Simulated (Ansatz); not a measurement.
`[C][Se]` and `[Si][Se]` differ in one element.

Ansatz, PBE0-D4/def2-TZVP geometries, multiplicity 1. 

Scalar relativity is left out up to krypton.

```
                                        property  `[C][Se]`
           HOMO energy (ωB97M-V/def2-TZVPP) / eV     -10.89
size of the dipole moment (B3LYP/def2-TZVPP) / D       2.13
             LUMO energy (B3LYP/def2-TZVPP) / eV      -2.74
  size of the dipole moment (PBE/def2-TZVPP) / D       2.17
           LUMO energy (ωB97M-V/def2-TZVPP) / eV      -0.29
              LUMO energy (PBE0/def2-TZVPP) / eV      -2.52
```

Q: Give the same properties after the change, and the shifts. (Best estimate.)

A: Ansatz gave: 
| property | `[Si][Se]` | shift |
| --- | --- | --- |
| HOMO energy (ωB97M-V/def2-TZVPP) / eV | -9.79 | 1.10 |
| size of the dipole moment (B3LYP/def2-TZVPP) / D | 1.48 | -0.65 |
| LUMO energy (B3LYP/def2-TZVPP) / eV | -2.58 | 0.16 |
| size of the dipole moment (PBE/def2-TZVPP) / D | 1.19 | -0.98 |
| LUMO energy (ωB97M-V/def2-TZVPP) / eV | -0.49 | -0.20 |
| LUMO energy (PBE0/def2-TZVPP) / eV | -2.44 | 0.08 |

With PBE0 the HOMO rises by 0.76 eV and the LUMO rises by 0.08 eV, so the gap narrows by about 0.68 eV. PBE moves the HOMO by 0.38 eV and ωB97M-V by 1.10 eV. Dipoles are sizes alone; their direction can turn.

B3LYP here is the variant with VWN-RPA as its local correlation; programs differ in this.

Spin–orbit coupling is left out; it splits and shifts lone-pair levels of the heavy atoms by tenths of an eV.
